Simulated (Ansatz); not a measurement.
Molecule: sum formula Si₂N₂H₇, net charge -1, singlet state. It need not be the lowest isomer of its formula. Whether it binds its extra electron was not tested at this geometry. 
Geometry from a B3LYP-D3(BJ)/def2-TZVP (Ansatz, an electronic-structure program) optimisation:
SMILES: [NH-][SiH2]N[SiH3]
```xyz
11

N     -2.1861     1.0083    -0.1837
Si    -1.1702    -0.2843    -0.2720
N      0.3369     0.1022     0.6027
Si     1.9309    -0.1639     0.0907
H     -3.1791     0.8007    -0.1842
H     -0.5451    -0.7295    -1.5949
H     -1.6464    -1.6257     0.2696
H      0.1772     0.8376     1.2786
H      2.2290    -1.6052    -0.1503
H      2.8890     0.2927     1.1469
H      2.3700     0.5306    -1.1605
```
Charge -1, spin multiplicity 1.

Basis-set convergence of Hartree-Fock and CCSD correlation energies (hartree) with Ansatz. Correlated levels leave the core frozen unless marked. No spin-orbit coupling. Non-relativistic.

| basis | functions | E(HF) | E(corr, CCSD) |
|---|---|---|---|
| aug-cc-pV(D+d)Z | 173 | -690.90840 | -0.65034 |
| aug-cc-pV(T+d)Z | 363 | -690.96907 | -0.75751 |
| aug-cc-pV(Q+d)Z | 660 | -690.98294 | -0.79114 |

Extrapolating the two largest sets (X = 3 and 4) as X^-3: E(corr) = (64·(-0.79114) - 27·(-0.75751))/37 = -0.8157 Eh, an estimate of the basis-set limit. The largest set recovers 97.0 % of it, the smallest 79.7 %.
